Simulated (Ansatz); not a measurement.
# One elementary step

Start structure (SiN₂H₉F, closed shell), relaxed at PBE0-D4/def2-TZVP:

Si1  (-1.669, 0.824, -0.740)
N2  (-0.595, -0.513, -0.944)
H3  (-1.864, 1.698, -1.932)
H4  (-1.139, 1.675, 0.359)
H5  (-2.995, 0.277, -0.351)
H6  (2.011, -0.009, 0.223)
F7  (2.269, 0.292, -0.676)
H8  (0.413, -0.830, 1.084)
N9  (1.302, -0.565, 1.508)
H10  (-0.934, -1.291, -1.492)
H11  (0.362, -0.293, -1.208)
H12  (1.718, -1.382, 1.936)
H13  (1.121, 0.116, 2.234)
(Å)

The step: SiNH₅ ([NH2][SiH3]) + NH₃ + HF → SiH₃F ([F][SiH3]) + NH₃ + NH₃ (still joined by a long Si–N bond); bonds formed: Si1–F7, N2–H8, H6–N9; bonds broken: H6–F7, H8–N9; bonds weakened to dative contacts: Si1–N2. Program: Ansatz 0.2.0. Basis: def2-TZVPP and def2-QZVPP. Cores are frozen in the correlated methods. Extrapolation: Hartree–Fock as exp(−7.88 √X), correlation as X^−2.97. Energies below are by CCSD(T) at an estimated basis limit (MP2 extrapolated from triple and quadruple zeta, plus CCSD(T) − MP2 in triple zeta).

Task: What are the electronic barrier and the energy of the step, from the start structure to the end structure? (To be estimated.)

Result: By the calculation: Barrier 0.573 eV; step energy -0.055 eV (downhill); reverse barrier, their difference, 0.628 eV. Barrier and step energy count from the start structure, the reverse barrier from the end structure.

The saddle point: One imaginary mode of 241i cm⁻¹.
```
  pair  start (Å)  saddle (Å)  end (Å)
Si1–F7       3.97        1.91     1.71
 N2–H8       2.29        1.62     1.04
 H6–N9       1.57        1.08     1.02
Si1–N2       1.73        1.82     1.97
 H6–F7       0.98        1.48     2.21
 H8–N9       1.02        1.11     1.87
```

Zero-point energy (harmonic, PBE0-D4): ZPE is 2.765 eV at the start and 2.803 eV at the saddle, so the barrier goes from 0.573 to 0.610 eV.

The T1 diagnostic stays at or below 0.011.

Steps of this kind, hydrogen fluoride cutting a network bond, underlie vapour etching and the fluorination step of atomic layer etching.

Labels in which every atom is bracketed show which atoms are joined, not bond orders.

For scale, one of the runs: CCSD(T)/def2-TZVPP, 261 basis functions, launched by `ansatz run in.yaml --threads 8 --pin off --events-out ev --progress --plain --max-ram 19148MiB`. The run took 96 s on 8 CPU threads of an Arm Neoverse V2 (shared host), with 6.4 GiB of host memory at its peak.
